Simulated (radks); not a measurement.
Values are calculated unless marked as measured or tabulated.
Q: Level of theory: scalar-relativistic Kohn-Sham, PBE, spin-polarised, spherical densities, finite nucleus; open shells are filled with parallel spins first (spin-orbit coupling, left out, can overturn this in heavy ions); Fermi nuclear charge, rms radius of each element as measured or else 0.836 A^(1/3) + 0.57 fm (a radial shooting solver on a logarithmic mesh with Libxc functionals). Each species is in its NIST ground configuration. Rank Pd3+, I3+, Zr3+, Sn3+, Sr3+, Te3+, Rh3+, Sb3+, Mo3+, In3+, Nb3+, Cd3+, Ag3+, Tc3+, Rb3+, Ru3+, Xe3+ by radius at which the density is 0.001 e/bohr^3 (bohr), largest first.

A: I3+ 3.64, Xe3+ 3.63, Te3+ 3.61, Sb3+ 3.45, Sn3+ 3.32, Nb3+ 3.29, Mo3+ 3.28, Tc3+ 3.25, Zr3+ 3.24, Rb3+ 3.21, Ru3+ 3.20, Rh3+ 3.17, Sr3+ 3.15, Pd3+ 3.12, Ag3+ 3.08, Cd3+ 3.03, In3+ 2.98.
